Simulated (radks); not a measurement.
Values are calculated unless marked as measured or tabulated.
Ge II, 31 electrons, occupied as [Ar] 3d10 4s2 4p1. Code: a radial shooting solver on a logarithmic mesh with Libxc functionals. Model: Dirac Kohn-Sham, exchange-only B88, spin-unpolarised, spherical densities, point nucleus; open shells fill j = l - 1/2 first.

Radial electron density D(r) = 4 pi r^2 rho(r):

r (bohr),D(r) (e/bohr)
0.007117,10.03
0.008154,12.22
0.009342,14.76
0.0107,17.63
0.01226,20.80
0.01405,24.19
0.0161,27.68
0.01859,31.30
0.0213,34.41
0.0244,36.97
0.02795,38.72
0.03203,39.48
0.03669,39.15
0.04204,37.83
0.04855,35.72
0.05562,33.64
0.06372,32.15
0.07301,31.92
0.08364,33.36
0.09583,36.37
0.1098,40.27
0.1268,44.02
0.1453,45.75
0.1664,44.66
0.1907,40.63
0.2184,34.62
0.2503,28.46
0.2867,24.12
0.3311,22.77
0.3794,24.29
0.4346,26.91
0.498,28.62
0.5705,28.00
0.6536,24.81
0.7488,19.92
0.8648,14.33
0.9908,9.789
1.135,6.488
1.301,4.401
1.49,3.196
1.707,2.485
1.956,1.979
2.259,1.502
2.588,1.076
2.965,0.7006
3.397,0.4096
3.891,0.2130
4.458,0.09767
5.108,0.03910
5.899,0.01257
6.758,0.003597
7.743,0.0008388
8.871,0.0001538

D(r) has 3 maxima, at r = 0.0328, 0.149, 0.518 bohr, and minima at 0.0696, 0.326 bohr, inside which lie 2.10, 10.96 electrons.
